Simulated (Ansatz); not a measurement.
The inner images of a band of C2H6BNO2 (12 atoms, charge 0, multiplicity 1) are given out of order.

Computed with RKS PBE-D4/def2-SVP (Ansatz 0.2.0).

Initial state:

```xyz
12
Properties=species:S:1:pos:R:3
N -1.820 1.014 1.286
C -0.901 0.262 1.758
O 0.080 -0.269 1.007
C 0.050 0.054 -0.396
B 1.244 -0.643 -1.153
O 1.356 -0.392 -2.486
H -2.456 1.299 2.044
H -0.763 -0.064 2.813
H 0.070 1.161 -0.531
H -0.932 -0.244 -0.833
H 2.039 -1.380 -0.587
H 2.110 -0.857 -2.888
```

Final state:

```xyz
12
Properties=species:S:1:pos:R:3
N -1.186 0.406 2.799
C -1.098 0.460 1.529
O -0.015 -0.054 0.902
C 0.034 0.091 -0.519
B 1.287 -0.663 -1.122
O 1.503 -0.513 -2.456
H -2.077 0.835 3.088
H -1.849 0.900 0.824
H 0.068 1.169 -0.813
H -0.890 -0.321 -0.998
H 2.021 -1.355 -0.435
H 2.280 -1.012 -2.765
```

Question: Put them in order from the first end to the last, with their energies above the first end.
A.
```xyz
12
Properties=species:S:1:pos:R:3
N -2.064 -0.066 2.142
C -1.024 0.415 1.590
O -0.218 -0.376 0.842
C 0.144 0.168 -0.431
B 1.218 -0.731 -1.162
O 1.504 -0.404 -2.451
H -2.513 0.669 2.709
H -0.657 1.473 1.673
H 0.522 1.219 -0.340
H -0.766 0.240 -1.075
H 1.765 -1.673 -0.611
H 2.167 -0.993 -2.852
```
B.
```xyz
12
Properties=species:S:1:pos:R:3
N -2.185 0.136 1.659
C -0.940 0.391 1.686
O -0.058 -0.322 0.934
C 0.190 0.193 -0.379
B 1.150 -0.761 -1.193
O 1.560 -0.322 -2.414
H -2.672 0.756 2.327
H -0.446 1.170 2.323
H 0.621 1.226 -0.334
H -0.772 0.296 -0.940
H 1.501 -1.849 -0.763
H 2.128 -0.968 -2.870
```
C.
```xyz
12
Properties=species:S:1:pos:R:3
N -1.586 0.004 2.626
C -1.101 0.430 1.528
O -0.290 -0.358 0.787
C 0.024 0.098 -0.530
B 1.264 -0.681 -1.126
O 1.468 -0.565 -2.466
H -2.145 0.755 3.056
H -1.258 1.444 1.076
H 0.276 1.190 -0.526
H -0.860 -0.001 -1.204
H 2.021 -1.331 -0.424
H 2.265 -1.040 -2.762
```
D.
```xyz
12
Properties=species:S:1:pos:R:3
N -2.091 0.370 1.364
C -0.877 0.382 1.755
O 0.181 -0.006 1.016
C 0.172 0.230 -0.403
B 1.119 -0.758 -1.188
O 1.560 -0.328 -2.403
H -2.691 0.714 2.129
H -0.509 0.724 2.747
H 0.515 1.279 -0.557
H -0.863 0.180 -0.815
H 1.444 -1.854 -0.756
H 2.116 -0.987 -2.855
```
E.
```xyz
12
Properties=species:S:1:pos:R:3
N -1.939 0.762 1.263
C -0.846 0.329 1.764
O 0.234 0.008 1.030
C 0.132 0.208 -0.394
B 1.175 -0.689 -1.161
O 1.486 -0.330 -2.437
H -2.628 0.922 2.011
H -0.618 0.149 2.838
H 0.232 1.292 -0.629
H -0.901 -0.053 -0.731
H 1.657 -1.694 -0.659
H 2.094 -0.960 -2.861
```

Answer: E (+0.9 kJ/mol), D (+20.2 kJ/mol), B (+49.0 kJ/mol), A (+34.8 kJ/mol), C (+24.3 kJ/mol).

The run took 2.6 min on 2 threads of Arm Neoverse V2 (shared host), peak memory 0.15 GiB.
